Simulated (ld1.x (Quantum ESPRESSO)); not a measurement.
**nitrogen (N) PAW: all-electron and pseudo phase curves**

```
Element                 : nitrogen (N)
Generator               : ld1.x (Quantum ESPRESSO) 7.5
Type                    : PAW
Functional              : PBEsol
Relativity              : scalar-relativistic
Frozen core             : [He]
Valence charge          : 5
Reference configuration : 2s2 2p3
Partial waves           : 2s (bound): rcut 0.95, rcutus 1.10 bohr; 2s channel at -0.95 Ry: rcut 0.95, rcutus 1.10 bohr; 2p (bound): rcut 2.55, rcutus 2.90 bohr; 2p channel at 1.5 Ry: rcut 2.55, rcutus 2.90 bohr; 3d channel at 0.35 Ry: rcut 2.10, rcutus 2.35 bohr
Local potential         : all-electron potential smoothed inside 1.00 bohr (lloc = -2)
Core correction         : Bessel-smoothed model core, default radius (core density twice the valence density)
Augmentation charge     : BG, radius 0.85 bohr
```

The phase is arctan(r·u′/u) with u = r·R(r), unwrapped; energies in Ry, scanned from -3 to 5 Ry. A pole is an energy at which the radial function vanishes at the test radius. The pseudo phase is shifted by a multiple of π to meet the all-electron one at the reference energy, and phase errors are pseudo minus all-electron; the curves can meet again beyond the range given. Levels narrower than the energy grid can be missing from the lists of poles.

```tsv
channel	radius (bohr)	reference energy (Ry)	poles, all-electron	poles, pseudo	unbroken range about the reference energy with phases within 0.05 rad	phase error 1 Ry above the reference energy (rad)
s	3.15	-1.36	-1.30, 2.40	-1.30, 2.40	the whole range	-0.000
p	3.15	-0.52	-0.41, 2.67	-0.41, 2.65	below 4.1	-0.004
d	3.15	0.35	2.20	2.21	below 3.6	+0.002
```

Phases in the d channel:

```csv
E (Ry),all-electron,pseudo
-3.00,1.400,1.400
-2.52,1.386,1.386
-2.04,1.370,1.370
-1.56,1.347,1.347
-1.08,1.316,1.316
-0.60,1.269,1.269
-0.12,1.184,1.184
0.36,0.983,0.983
0.84,0.175,0.176
1.32,-1.122,-1.121
1.80,-1.452,-1.451
2.28,-1.588,-1.585
2.76,-1.691,-1.686
3.24,-1.831,-1.815
3.72,-2.233,-2.145
4.20,-3.890,-3.683
4.68,-4.437,-4.396
```
